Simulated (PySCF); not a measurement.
Run record for 2-chloro-3-methylpyrazine (`Clc1c(C)nccn1`): PBE0/6-31G*, fitting basis def2-qzvpp-jkfit, full TDDFT, 12 singlets.

Method: TDDFT PBE0/6-31G*, vertical, gas phase, core orbitals frozen in the response (PySCF 2.14.0, density-fitted response routines). Geometry: GFN2-xTB. A driver script takes a list of jobs; this job's settings line and coordinates (Å) are shown.

Command:
```bash
OMP_NUM_THREADS=1 python probes_run.py task.json out
```

Input:
```
{"job": {"kind": "uv", "xc": "PBE0", "basis": "6-31G*", "nstates": 12, "ntriplets": 5, "tda": false, "scf": {"aux": "def2-qzvpp-jkfit"}}, "charge": 0, "multiplicity": 1}
C     -1.942586    -0.636646     0.070343
C     -0.518457    -0.206847     0.029637
N      0.413351    -1.073488     0.390714
C      1.685017    -0.698078     0.358416
C      2.050563     0.575470    -0.043205
N      1.132976     1.460548    -0.410218
C     -0.124170     1.078682    -0.375262
Cl    -1.293338     2.244379    -0.856556
H     -2.385764    -0.557830    -0.920850
H     -1.997928    -1.663894     0.417253
H     -2.509026     0.009579     0.738587
H      2.407905    -1.441081     0.662286
H      3.077070     0.909693    -0.078871
```

Output:
```
final grid: 116632 points
cycle   1  E = -762.6718332469  dE =  1.508e+00  |g| = 4.090e-01  |ddm| = 3.994e+00
cycle   2  E = -762.6367520518  dE =  3.508e-02  |g| = 5.814e-01  |ddm| = 9.858e-01
cycle   3  E = -762.7117871631  dE = -7.504e-02  |g| = 9.442e-02  |ddm| = 6.162e-01
cycle   4  E = -762.7137269407  dE = -1.940e-03  |g| = 4.421e-02  |ddm| = 1.432e-01
cycle   5  E = -762.7142196357  dE = -4.927e-04  |g| = 1.246e-02  |ddm| = 5.090e-02
cycle   6  E = -762.7142528345  dE = -3.320e-05  |g| = 3.510e-03  |ddm| = 1.322e-02
cycle   7  E = -762.7142555339  dE = -2.699e-06  |g| = 1.271e-03  |ddm| = 4.721e-03
cycle   8  E = -762.7142559179  dE = -3.841e-07  |g| = 3.952e-04  |ddm| = 1.637e-03
cycle   9  E = -762.7142559572  dE = -3.922e-08  |g| = 1.245e-04  |ddm| = 5.341e-04
cycle  10  E = -762.7142559610  dE = -3.840e-09  |g| = 5.027e-05  |ddm| = 1.901e-04
cycle  11  E = -762.7142559616  dE = -5.864e-10  |g| = 1.597e-05  |ddm| = 6.659e-05
converged SCF energy = -762.7142559616

Static polarisability (au): isotropic 69.623, principal 34.187 74.250 100.431

Singlet excitations
state   eV       nm        f      main configurations
  1   4.3232    286.8   0.00491   H->L 0.99
  2   4.9157    252.2   0.00005   H->L+1 1.00
  3   5.2592    235.7   0.11511   H-1->L 0.91
  4   5.7128    217.0   0.00009   H-2->L 0.92
  5   6.1967    200.1   0.14365   H-1->L+1 0.88, H-3->L 0.09
  6   6.4204    193.1   0.00002   H-2->L+1 0.95
  7   6.7721    183.1   0.00004   H-4->L 0.90
  8   7.1671    173.0   0.06124   H-3->L 0.66, H-5->L 0.14
  9   7.3931    167.7   0.00046   H-1->L+2 0.94
 10   7.4091    167.3   0.00020   H-4->L+1 0.89
 11   7.4400    166.6   0.05141   H->L+2 0.41, H-3->L+1 0.41, H-3->L 0.12
 12   7.8928    157.1   0.41032   H->L+2 0.52, H-3->L+1 0.34

Triplet excitations (Tamm-Dancoff, eV): 3.5954 4.0195 4.1641 4.7806 4.8304
```

H and L stand for HOMO and LUMO; the number after each pair is its weight.

Question: Give the mean polarisability as a volume in Å³, and the ratio of the largest to the smallest principal value.

Answer: 69.623 au × 0.148185 = 10.32 Å³; 100.431/34.187 = 2.94.

Question: Which computed singlet has the largest oscillator strength, and what do all of them sum to?

Answer: State 12 at 7.89 eV (157 nm), f = 0.410; the 12 states sum to 0.787.

In short: SCF converged in 11 cycles with 126 basis and 747 fitting functions; HOMO -7.38 eV, LUMO -1.32 eV; lowest singlet 4.32 eV; lowest triplet 3.60 eV (Tamm–Dancoff); mean polarisability 69.6 au.

All basis functions are spherical, in the Pople sets too.

Question: Estimate the wall time. Hardware: one thread of an Arm Neoverse V1, no GPU, shared host with 64 logical CPUs at a one-minute load of 24. And the peak memory of the process?

Answer: About 20 s, with 0.61 GiB resident at the peak, the Python interpreter and its libraries included.
